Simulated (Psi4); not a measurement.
C₄H₉O₂ (SMILES [CH2]OCCOC), doublet, geometry from GFN2-xTB. Base run: Psi4 with CCSD/STO-3G.

Input for Psi4:
```
memory 2 GB

molecule {
0 2
C     2.77665086    0.36707987   -0.36741398
O     1.48404089    0.59626067   -0.00898571
C     0.79265986   -0.50133145    0.53286416
C    -0.67553091   -0.12856163    0.70659177
O    -1.34980012   -0.35924637   -0.50587503
C    -2.68826857    0.06159436   -0.48012240
H     3.28799376   -0.49988360    0.01013616
H     3.30837259    1.25198531   -0.65175762
H     1.22965214   -0.77247067    1.50583187
H     0.86002529   -1.36689995   -0.13892640
H    -0.74368447    0.93182852    0.99097054
H    -1.12315578   -0.73615109    1.50953134
H    -3.25728402   -0.46832197    0.29485327
H    -3.10500220   -0.16913098   -1.45802687
H    -2.76391114    1.14024317   -0.29524372
}

set {
  basis sto-3g
  reference uhf
}

energy('ccsd')
print_variables()
```

Each row names what was changed in the base input (with any setting that the change needs).

```json
[
 {"change": "base", "ΔE vs base (mEh)": "0.000", "MP2 correlation (Eh)": "-0.26184", "CC correlation without the perturbative part (Eh)": "-0.34530", "basis functions": "39", "core-seconds (rough)": "10", "outcome": "converged"},
 {"change": "method = ccsd(t)", "ΔE vs base (mEh)": "-4.088", "MP2 correlation (Eh)": "-0.26184", "CC correlation without the perturbative part (Eh)": "-0.34530", "basis functions": "39", "core-seconds (rough)": "20", "outcome": "converged"},
 {"change": "method = lccd", "ΔE vs base (mEh)": "-2.063", "MP2 correlation (Eh)": "-0.26184", "CC correlation without the perturbative part (Eh)": "-", "basis functions": "39", "core-seconds (rough)": "7", "outcome": "converged"},
 {"change": "puream = off", "ΔE vs base (mEh)": "0.000", "MP2 correlation (Eh)": "-0.26184", "CC correlation without the perturbative part (Eh)": "-0.34530", "basis functions": "39", "core-seconds (rough)": "10", "outcome": "converged"},
 {"change": "method = mp2.5", "ΔE vs base (mEh)": "?", "MP2 correlation (Eh)": "-0.26177", "CC correlation without the perturbative part (Eh)": "-", "basis functions": "39", "core-seconds (rough)": "6", "outcome": "converged"},
 {"change": "method = omp2", "ΔE vs base (mEh)": "?", "MP2 correlation (Eh)": "-0.26177", "CC correlation without the perturbative part (Eh)": "-", "basis functions": "39", "core-seconds (rough)": "8", "outcome": "converged"},
 {"change": "puream = on", "ΔE vs base (mEh)": "0.000", "MP2 correlation (Eh)": "-0.26184", "CC correlation without the perturbative part (Eh)": "-0.34530", "basis functions": "39", "core-seconds (rough)": "10", "outcome": "converged"},
 {"change": "method = cisd", "ΔE vs base (mEh)": "-", "MP2 correlation (Eh)": "-", "CC correlation without the perturbative part (Eh)": "-", "basis functions": "-", "core-seconds (rough)": "-", "outcome": "input refused"},
 {"change": "method = mp3", "ΔE vs base (mEh)": "26.211", "MP2 correlation (Eh)": "-0.26177", "CC correlation without the perturbative part (Eh)": "-", "basis functions": "39", "core-seconds (rough)": "4", "outcome": "converged"},
 {"change": "cc_type = df", "ΔE vs base (mEh)": "-0.590", "MP2 correlation (Eh)": "-0.26177", "CC correlation without the perturbative part (Eh)": "-0.34529", "basis functions": "39", "core-seconds (rough)": "10", "outcome": "converged"}
]
```

**Question.** Complete the blanks.

**Answer.** 
- method = mp2.5, ΔE vs base (mEh): 54.570
- method = omp2, ΔE vs base (mEh): 79.108

Open shells are given as the SCF converged; they aren't shown to be the lowest states, and a large step between rows can be another state.

- method = cisd: ended with `psi4.driver.p4util.exceptions.MissingMethodError: Method=cisd is not available for any derivative level under conditions CI_TYPE=CONV, REFERENCE=UHF, FREEZE_CORE=FALSE, QC_MODULE=(auto). See https://psicode.org/psi4manual/master/introduction.html#ss-cisd. Or d`
